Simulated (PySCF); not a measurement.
C4H3ClF2, SMILES Cl/C(=C/F)C(F)=C. Atoms are numbered in the order given.

```xyz
10

C     -2.1500     0.5586     0.0000
C     -1.0828    -0.2463     0.0000
F     -1.2512    -1.5781     0.0000
C      0.3281     0.1541     0.0000
Cl     0.6609     1.8704     0.0000
C      1.3970    -0.6639     0.0000
F      1.3143    -1.9873     0.0000
H     -3.1503     0.1241     0.0000
H     -2.0295     1.6394     0.0000
H      2.4225    -0.2863     0.0000
```

Coordinates come from a B3LYP-D3(BJ)/def2-SVP optimisation. The structure was generated by enumeration; whether it is a known compound was not checked. The values are those of a single conformer.

Two levels are set side by side: PBE/pcSseg-1 (PySCF) and PBE0/pcSseg-1 (PySCF). GIAO shifts against CFCl3 (¹⁹F), HCl (³⁵Cl), TMS (¹H), TMS (¹³C) at the same level; non-relativistic, no solvent, atoms listed together averaged. Without spin–orbit terms, shifts of atoms bonded to Cl or Br come out too high at both levels. Differences are taken from unrounded values.

```json
[
 {"quantity": "δ(¹³C) of C1 (ppm)", "PBE0": "103.8"},
 {"quantity": "δ(¹³C) of C2 (ppm)", "PBE0": "169.4"},
 {"quantity": "δ(¹⁹F) of F3 (ppm)", "PBE0": "-117.1"},
 {"quantity": "δ(¹³C) of C4 (ppm)", "PBE0": "127.6"},
 {"quantity": "δ(³⁵Cl) of Cl5 (ppm)", "PBE0": "154.1"},
 {"quantity": "δ(¹³C) of C6 (ppm)", "PBE0": "160.0"},
 {"quantity": "δ(¹⁹F) of F7 (ppm)", "PBE0": "-111.1"},
 {"quantity": "δ(¹H) of H8, H9 (ppm)", "PBE0": "5.49"},
 {"quantity": "δ(¹H) of H10 (ppm)", "PBE0": "7.23"}
]
```

**Question.** What does PBE give, and how far is it from PBE0? (The exact figures need the calculation; the answer reports its results.)

**Answer.** 
```csv
quantity,PBE,PBE minus PBE0
δ(¹³C) of C1 (ppm),100.2,-3.6
δ(¹³C) of C2 (ppm),169.6,0.2
δ(¹⁹F) of F3 (ppm),-127.4,-10.3
δ(¹³C) of C4 (ppm),127.1,-0.5
δ(³⁵Cl) of Cl5 (ppm),181.0,26.9
δ(¹³C) of C6 (ppm),157.9,-2.0
δ(¹⁹F) of F7 (ppm),-118.3,-7.1
"δ(¹H) of H8, H9 (ppm)",5.31,-0.18
δ(¹H) of H10 (ppm),7.22,0.00
```

Rough cost on one machine, each run with all the roots and properties that it gave: PBE0 against PBE within a factor of 2.
